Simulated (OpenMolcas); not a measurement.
## Cr2+: ligand-field states by method

Cr2+ with 4 ligands (chloride) in square-planar coordination (D4h) at 2.43 Å. A charge of +0.5 e stands 3.2 Å behind each ligand. Ligand basis ANO-RCC-VDZP.

* Program: OpenMolcas
* Basis: ANO-RCC-VDZP [5s4p2d1f]
* Scalar Hamiltonian: DKH2, point nucleus
* Active space: 4 electrons in 5 orbitals (3d)
* State averaging: 2S+1 = 5 even, 5 roots; 2S+1 = 3 even, 45 roots; 2S+1 = 1 even, 50 roots
* Spin-orbit coupling: RASSI with atomic mean-field integrals over the reference wave functions

I. CASSCF
II. SS-CASPT2, IPEA 0.25 Eh, imaginary shift 0.1 Eh (closed shells correlated: 3s 3p and the ligand valence shells)

Spin-free states (labels of D4, the rotations of D4h) in cm-1, each column counted from its own energy of the first state listed:

```tsv
State	Degeneracy	I	II
5B1	1	0	0
5B2	1	7922	9240
5E	2	10545	11720
5A1	1	11584	13420
3B1	1	19923	17020
3E	2	20109	17130
3A2	1	20369	17770
3A1	1	22688	19350
3E	2	23246	20670
3E	2	24576	20210
3A2	1	24588	20480
3B1	1	24663	20470
3B2	1	27077	24500
3A2	1	27230	24860
3E	2	27260	25110
3B2	1	27998	24890
1A1	1	28650	24260
1E	2	28672	24260
1B1	1	28673	24620
3E	2	29129	25670
```

From I to II, I's first state of the same spin (5B2) moves from 7922 to 9240 cm-1, by about +1300 cm-1.

From I to II, I's first state of another spin (3B1) moves from 19923 to 17020 cm-1, by about -2900 cm-1.

χT at 300 K: I 2.96, II 2.97 cm3 K/mol.

Over all roots computed the reference weight is 0.73 to 0.75 in II; a low but even weight reflects the number of correlated electrons. Ligand-to-metal charge-transfer states are missing. With no ligand orbital active B as a rule stays too high, so bands that hang on it stand too high and its fall with covalency is understated. Without dynamic correlation the repulsion within the d shell is too large (B by tens of per cent), so at a given field states of lower spin stand too high (holds for I). With metal d orbitals alone and no dynamic correlation the field as a rule comes out too small, by tens of per cent, by up to half for chloride and softer ligands (holds for I). No measured value stands beside these numbers; the geometry is a model, was not optimised and need not be the one that this ion takes.
